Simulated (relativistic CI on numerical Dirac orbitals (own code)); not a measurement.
## Slater and spin-orbit integrals, W IV

Method of calculation: Dirac-Coulomb-Breit CI, orbitals from a KLI potential per configuration, model QED, valence Slater integrals scaled by 0.85, P86 correlation energy added to each configuration (own radial code, finite nucleus).

Slater integrals F^k, G^k are unscaled and averaged over j, outside the closed core [Kr] 4d10 4f14 5s2; ζ comes from projecting the Hamiltonian with its Breit term on Σ l·s of the shell.

- 5p⁶5d³: F^2(5d,5d) = 59147, F^4(5d,5d) = 39136, ζ(5d) = 2430.9 cm⁻¹; <r>(5d) = 1.756, <r^2>(5d) = 3.559 (bohr units).
- 5p⁶5d²6s: F^2(5d,5d) = 59896, F^4(5d,5d) = 39662, ζ(5d) = 2652.4, G^2(5d,6s) = 23678 cm⁻¹; <r>(5d) = 1.733, <r^2>(5d) = 3.473, <r>(6s) = 2.589, <r^2>(6s) = 7.477 (bohr units).
- 5p⁶5d6s²: ζ(5d) = 2871.6 cm⁻¹; <r>(5d) = 1.702, <r^2>(5d) = 3.345 (bohr units).

(1) Give the Racah parameters of the d shell in 5p⁶5d³.

In this model ζ of a weakly bound d, f or g electron outside closed shells comes out too small, for d by up to a factor of two or three and at times with the wrong sign; that of an outer p electron is too small as well.

For a near-neutral ion this model can misplace configurations by up to about 10,000 cm⁻¹ (more where the count of f electrons changes) and terms by 10 to 25 % of their spread. Rates follow the energies as ν³ (E1, M1) or ν⁵ (E2), so they and the lifetimes can be off by large factors. The fine structure of a lone outer electron comes out too small, for d and f at times inverted, and misplaced configurations move strength between like terms. 42 of the 69 excited levels that our extract of the measured tables holds in this range could be paired (the sources list more); they are missed by 2377 cm⁻¹ on average and 6785 at most, and levels without a partner can miss by more. Some levels of the ground configuration have no partner and can miss by 10 % or more.

Averages of the first 10 configurations, taken without configuration mixing, which lowers the lowest level and can move excited configurations by several eV; other configurations of the list can lie among them:

```json
{"Configuration": "5p⁶5d³", "Parity": "even", "States": "120", "Average energy above the lowest level (eV)": "2.4"}
{"Configuration": "5p⁶5d²6s", "Parity": "even", "States": "90", "Average energy above the lowest level (eV)": "6.6"}
{"Configuration": "5p⁶5d6s²", "Parity": "even", "States": "10", "Average energy above the lowest level (eV)": "12.4"}
{"Configuration": "5p⁶5d²6p", "Parity": "odd", "States": "270", "Average energy above the lowest level (eV)": "14.1"}
{"Configuration": "5p⁶5d²5f", "Parity": "odd", "States": "630", "Average energy above the lowest level (eV)": "25.2"}
{"Configuration": "5p⁶5d6s6p", "Parity": "odd", "States": "120", "Average energy above the lowest level (eV)": "19.3"}
{"Configuration": "5p⁶5d²5g", "Parity": "even", "States": "810", "Average energy above the lowest level (eV)": "30.9"}
{"Configuration": "5p⁶5d²6d", "Parity": "even", "States": "450", "Average energy above the lowest level (eV)": "22.9"}
{"Configuration": "5p⁶5d²7s", "Parity": "even", "States": "90", "Average energy above the lowest level (eV)": "22.9"}
{"Configuration": "5p⁶5d5f²", "Parity": "even", "States": "910", "Average energy above the lowest level (eV)": "51.7"}
```

## Answers

(1) B = F²/49 − 5F⁴/441 = 763 cm⁻¹ and C = 35F⁴/441 = 3106 cm⁻¹; values fitted to spectra at such low charge are typically 15 to 30 % smaller.
